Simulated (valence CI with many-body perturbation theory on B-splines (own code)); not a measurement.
## Energy levels of Os⁷⁰⁺

Level of theory: configuration interaction combined with many-body perturbation theory (CI+MBPT): four valence electrons over a frozen Dirac-Fock core [He], radial functions for each j: 11 s, 11 p, 10 d, 8 f, 5 g, 2 h, with the one-electron correlation potential Σ1 (screened to all orders), the two-electron term Σ2, the three-electron term Σ3, Breit, model QED; selected single and double excitations, second order for the rest, scaled by the run's own slope (own B-spline code, finite nucleus).

The last digits are not significant, and no measured levels were compared; by estimate large intervals hold to a few tenths of a per cent, small ones and those within an open d or f shell to about a per cent. Among the levels kept, up to 1300 cm⁻¹ of a level comes from second order outside the variational space, and about a tenth of that is noise between levels of different J, which matters for small intervals.

Levels 181 to 214 of 214, with energies above the lowest level, (2s^2 2p1/2^2) J=0. "Leading %" is the weight of the configuration and term that name the level; weights of strongly mixed levels are sums over their largest components and can fall short, so below about 35 % the name and the second component can differ from the true leading terms, or belong to a minority configuration. In the jj column 3d3/2^4 stands for four electrons in 3d with j = 3/2. Lifetimes count E1, E2, E3, M1 and M2 decay at the calculated energies, and are blank where another channel may lead or the interval is too uncertain; long ones can be off by a factor of two.

```csv
No.,Configuration,Term,J,E (× 10³ cm⁻¹),Leading %,Lifetime,Leading jj
181,2s.2p2.3p,3P°,0,123340,60,33.0 fs,2s 2p3/2^2 3p3/2 (100 %)
182,2s.2p2.3p,3D°,3,123370,61,2.31 fs,2s 2p3/2^2 3p3/2 (99 %)
183,2s2.2p.4f,3G,4,123380,42,2.75 fs,2s^2 2p1/2 4f7/2 (100 %)
184,2s2.2p.4f,3D,3,123380,54,2.73 fs,2s^2 2p1/2 4f7/2 (100 %)
185,2s.2p2.3p,3P°,2,123400,71,12.1 fs,2s 2p3/2^2 3p3/2 (100 %)
186,2s.2p2.3p,1P°,1,123470,49,1.59 fs,2s 2p3/2^2 3p3/2 (99 %)
187,2s.2p2.3p,3P°,2,123500,45,18.5 fs,2s 2p3/2^2 3p3/2 (100 %)
188,2s.2p2.3p,1P°,1,123770,35,4.64 fs,2s 2p3/2^2 3p3/2 (100 %)
189,2s.2p2.3d,5F,5,124050,63,302 fs,2s 2p3/2^2 3d5/2 (100 %)
190,2s.2p2.3d,3D,1,124080,49,587 as,2s 2p3/2^2 3d3/2 (91 %)
191,2s.2p2.3d,3F,4,124080,51,99.8 fs,2s 2p3/2^2 3d5/2 (99 %)
192,2s.2p2.3d,3P,0,124090,85,902 as,2s 2p3/2^2 3d3/2 (55 %)
193,2s.2p2.3d,3F,3,124150,34,621 as,2s 2p3/2^2 3d3/2 (91 %)
194,2s.2p2.3d,3D,2,124160,34,612 as,2s 2p3/2^2 3d3/2 (95 %)
195,2s.2p2.3d,3D,2,124220,39,558 as,2s 2p3/2^2 3d3/2 (94 %)
196,2s.2p2.3d,3D,1,124260,69,554 as,2s 2p3/2^2 3d3/2 (99 %)
197,2s.2p2.3d,3P,1,124400,40,699 as,2s 2p3/2^2 3d5/2 (91 %)
198,2s.2p2.3d,3D,3,124410,45,608 as,2s 2p3/2^2 3d5/2 (88 %)
199,2s.2p2.3d,3P,0,124450,65,482 as,2s 2p3/2^2 3d5/2 (55 %)
200,2s.2p2.3d,3D,2,124510,36,392 as,2s 2p3/2^2 3d5/2 (90 %)
201,2s.2p2.4p,3P°,2,124670,37,13.5 fs,2s 2p1/2^2 4p3/2 (100 %)
202,2s.2p2.4p,3D°,1,124690,30,2.61 fs,2s 2p1/2^2 4p3/2 (100 %)
203,2s.2p2.4d,3D,1,124890,47,3.90 fs,2s 2p1/2^2 4d3/2 (100 %)
204,2s.2p2.4d,3D,2,124910,30,3.68 fs,2s 2p1/2^2 4d3/2 (99 %)
205,2s.2p2.3d,3F,4,125030,60,19.6 fs,2s 2p3/2^2 3d5/2 (95 %)
206,2s.2p2.3d,3D,3,125060,71,25.0 fs,2s 2p3/2^2 3d5/2 (98 %)
207,2s.2p2.3d,3D,3,125110,46,507 as,2s 2p3/2^2 3d5/2 (97 %)
208,2s.2p2.3d,1D,2,125190,46,2.66 fs,2s 2p3/2^2 3d5/2 (96 %)
209,2s.2p2.3d,3P,1,125220,34,520 as,2s 2p3/2^2 3d5/2 (96 %)
210,2p3.3p,5P,3,125290,53,2.10 fs,2p1/2 2p3/2^2 3p3/2 (96 %)
211,2p3.3p,3P,2,125290,30,930 as,2p1/2 2p3/2^2 3p3/2 (78 %)
212,2p3.3p,3P,0,125310,99,1.98 fs,2p1/2 2p3/2^2 3p3/2 (99 %)
213,2s.2p2.4d,3D,3,125350,39,1.32 fs,2s 2p1/2^2 4d5/2 (100 %)
214,2s.2p2.3d,3P,2,125370,21,392 as,2s 2p3/2^2 3d5/2 (78 %)
```
